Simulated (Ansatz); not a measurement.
Consider the ligand exchange at the Si–C bond: `O[SiH](O)CCl` + `O[SiH](O)F` → `O[SiH](O)O[SiH](O)F` + `CCl`.

Calculated with Ansatz (gas phase, PBE0-D4/def2-TZVP geometries, no zero-point term in ΔE). CCSD(T)/CBS adds triple-zeta CCSD(T) − MP2 to the extrapolated MP2 energy (def2 sets, frozen cores). This one scheme is used for every species. DFT in def2-TZVPP. Each species was taken in one conformer, which may not be the lowest.

```tsv
level	ΔE (kJ/mol)
ωB97X-V	-139.3
HF/CBS(def2)	-162.2
```

Q: What does CCSD(T)/CBS give? (Estimate.)

A: Ansatz gave: -139.8 kJ/mol. The listed levels differ from it by 0.5, -22.4 kJ/mol.

Largest T1 diagnostic among the species: 0.012.

From PBE to PBE0 (25 % exact exchange), in def2-TZVPP and without D4, ΔE moves by −6.4 kJ/mol. In def2-TZVPP, CCSD(T) changes the Hartree–Fock value by +19.0 kJ/mol (the triples alone add +2.8 kJ/mol) and MP2 by +19.5 kJ/mol.
